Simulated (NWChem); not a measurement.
System: SnH4S; SMILES [SH][SnH3]

NWChem input:

```
start job
memory heap 200 mb stack 900 mb global 1100 mb
geometry units angstroms noautoz
  Sn    -0.000706     0.581743    -0.000467
  S      0.076350    -1.864321    -0.001466
  H     -0.825450     1.147617    -1.411017
  H      1.655930     1.054385    -0.016067
  H     -0.798482     1.148510     1.425184
  H     -1.280841    -1.987067     0.002761
end
basis spherical
  * library def2-svp
end
ecp
  Sn library def2-ecp
end
dft
  xc xpbe96 cpbe96
  iterations 150
  vectors input atomic output neutral.movecs
end
task dft energy
charge 1
dft
  odft
  mult 2
  vectors input atomic output cation.movecs
end
task dft energy
```

All runs use the structure optimised with PBE-D3(BJ)/def2-SVP. def2 effective core potentials on Sn; no spin-orbit coupling.

Ions are spin-unrestricted doublets at the neutral geometry; other ion states weren't tried.

Q: Predict the main results of this run. (PBE/def2-SVP with def2 effective core potentials on Sn, vertical spin-unrestricted ions.) Quantities: vertical ionisation energy, ΔSCF (eV); −ε(HOMO) (eV).

A: vertical ionisation energy, ΔSCF (eV): 9.23
−ε(HOMO) (eV): 5.82
